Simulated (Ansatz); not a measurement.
System: C₃H₁₀GeN (charge 0, doublet). It need not be the lowest isomer of its formula. 
Geometry from a B3LYP-D3(BJ)/def2-TZVP (Ansatz, an electronic-structure program) optimisation:
SMILES: [Ge]([CH3])([NH2])([CH2])[CH3]
```xyz
15

C      0.3595    -1.2578    -1.4621
Ge     0.0030    -0.0229    -0.0213
C     -1.8726     0.5794    -0.1239
C      1.2013     1.5353    -0.0475
N      0.4243    -0.9428     1.5409
H     -0.1671    -1.2196    -2.4088
H      1.1296    -2.0163    -1.3831
H     -2.5510    -0.2704    -0.0461
H     -2.0590     1.0862    -1.0723
H     -2.0904     1.2745     0.6878
H      2.2386     1.2069     0.0040
H      0.9934     2.1817     0.8067
H      1.0570     2.1121    -0.9610
H     -0.1189    -1.7836     1.6897
H      0.3733    -0.3805     2.3809
```
Charge 0, spin multiplicity 2.

Total electronic energies in hartree. Valence correlation only, unless marked. UHF or UKS for open shells. No spin-orbit coupling. The frozen core is the preceding noble-gas configuration, with the filled d and f shells of earlier blocks. Non-relativistic. CBS(X,Y): correlation extrapolated as X^-3; Hartree-Fock from the larger set.

```json
[
 {"level": "B3LYP-D3(BJ)/def2-TZVPD", "program": "Ansatz + dftd3", "energy (Eh)": "-2252.20837"},
 {"level": "B3LYP/def2-TZVPD", "program": "Ansatz", "energy (Eh)": "-2252.18810"},
 {"level": "PBE0/def2-TZVP", "program": "Ansatz", "energy (Eh)": "-2251.65411"},
 {"level": "BHLYP-D3(BJ)/def2-TZVPD", "program": "Ansatz + dftd3", "energy (Eh)": "-2252.01863"},
 {"level": "MP2/6-31G*", "program": "Ansatz", "energy (Eh)": "-2249.54278"},
 {"level": "MP2/cc-pVQZ", "program": "Ansatz", "energy (Eh)": "-2250.24502"},
 {"level": "RI-MP2/cc-pVQZ", "program": "Ansatz", "energy (Eh)": "-2250.24469"},
 {"level": "SCS-MP2/cc-pVQZ", "program": "Ansatz", "energy (Eh)": "-2250.25751"},
 {"level": "CCSD(T)/CBS(cc-pVTZ,cc-pVQZ)", "program": "Ansatz", "energy (Eh)": "-2250.3665"}
]
```

Totals of different functionals don't rank their quality; only differences between species are comparable.
